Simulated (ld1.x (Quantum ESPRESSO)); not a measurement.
# Which change was made? (H, TM)

```
Element                 : hydrogen (H)
Generator               : ld1.x (Quantum ESPRESSO) 7.5
Type                    : norm-conserving Troullier–Martins (Kleinman–Bylander form)
Functional              : PBE
Relativity              : scalar-relativistic
Frozen core             : none
Valence charge          : 1
Reference configuration : 1s1
Partial waves           : 2p channel at 0.1 Ry: rc 0.90 bohr; 1s (bound): rc 0.95 bohr
Local potential         : the s channel
Core correction         : none
```

Cutoffs, loose and tight: the cutoffs (Ry, on a coarse ladder) from which the occupation-weighted sum of valence levels, in a spherical-Bessel basis at the reference potential, stays within 10 and 1 mRy of its value at 400 Ry. They do not see the model core or the augmentation charge, which bear on the density cutoff. Test errors are all-electron minus pseudo excitation energies from the reference, over the configurations 1s0.5; variants that change the core or the reference have their own tests.

The base gives: outcome: generated; cutoff, loose: 30 Ry; cutoff, tight: 50 Ry; bound ghosts: none.

Task: After one change the result is: outcome: generated; cutoff, loose: 35 Ry; cutoff, tight: 70 Ry; bound ghosts: none. Which change was it?
A. all radii scaled by about 1.38 (s 1.32, p 1.24 bohr)
B. all radii scaled by about 0.78 (s 0.74, p 0.70 bohr)
C. all radii scaled by about 1.22 (s 1.16, p 1.10 bohr)

Result: B. The others give: all radii scaled by about 1.38 (s 1.32, p 1.24 bohr) → outcome: generated; cutoff, loose: 18 Ry; cutoff, tight: 35 Ry; bound ghosts: none | all radii scaled by about 1.22 (s 1.16, p 1.10 bohr) → outcome: generated; cutoff, loose: 21 Ry; cutoff, tight: 40 Ry; bound ghosts: none.
